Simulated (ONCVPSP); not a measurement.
# Logarithmic derivatives: Te, ONCV

Te, optimised norm-conserving Vanderbilt (ONCV), made with ONCVPSP 4.0.1 (PBE, fully relativistic). Core [Kr] 4d10, reference 5s2 5p4. Waves: 5s: rc 1.90 bohr, ncon 4, nbas 7, qcut 3.4 1/bohr, 2 projectors, debl 0.9 Ha; 5p: rc 2.30 bohr, ncon 3, nbas 7, qcut 3.2 1/bohr, 2 projectors, debl 1.3 Ha; d scattering state at 0.15 Ha: rc 1.90 bohr, ncon 3, nbas 7, qcut 4.8 1/bohr, local. Local part: the d channel. Core correction: none.

Open shells are filled in proportion to 2j + 1.

The phase is arctan(r·R′/R) of the radial function R(r), unwrapped; energies in Ha, scanned from -2 to 5 Ha. A pole is an energy at which the radial function vanishes at the test radius. The pseudo phase is shifted by a multiple of π to meet the all-electron one at the reference energy, and phase errors are pseudo minus all-electron; the curves can meet again beyond the range given. Levels narrower than the energy grid can be missing from the lists of poles.

```
channel  radius (bohr)  reference energy (Ha)  poles, all-electron  poles, pseudo  unbroken range about the reference energy with phases within 0.05 rad  phase error 1 Ha above the reference energy (rad)
      s           1.93                  -0.55                 1.53     1.52, 4.84                                                              below 3.3                                             +0.000
   p3/2           2.34                  -0.21                 1.10     1.10, 4.50                                                              below 2.7                                             -0.000
   p1/2           2.34                  -0.24                 0.96     0.96, 4.58                                                              below 2.6                                             -0.000
   d5/2           1.93                   0.15          -1.36, 4.28           2.05                                                            -0.5 to 0.4                                             -0.548
   d3/2           1.93                   0.15          -1.42, 4.22           2.05                                                            -0.6 to 0.5                                             -0.481
```

Phases in the p3/2 channel:

```csv
E (Ha),all-electron,pseudo
-1.98,1.233,1.231
-1.62,1.160,1.159
-1.26,1.030,1.028
-0.90,0.737,0.736
-0.54,-0.046,-0.046
-0.18,-0.935,-0.934
0.18,-1.286,-1.286
0.54,-1.440,-1.440
0.90,-1.531,-1.531
1.26,-1.598,-1.599
1.62,-1.659,-1.660
1.98,-1.727,-1.729
2.34,-1.820,-1.831
2.70,-1.992,-2.049
3.06,-2.455,-2.889
3.42,-3.619,-4.158
3.78,-4.228,-4.485
4.14,-4.429,-4.619
4.50,-4.525,-4.712
4.86,-4.582,-4.819
```
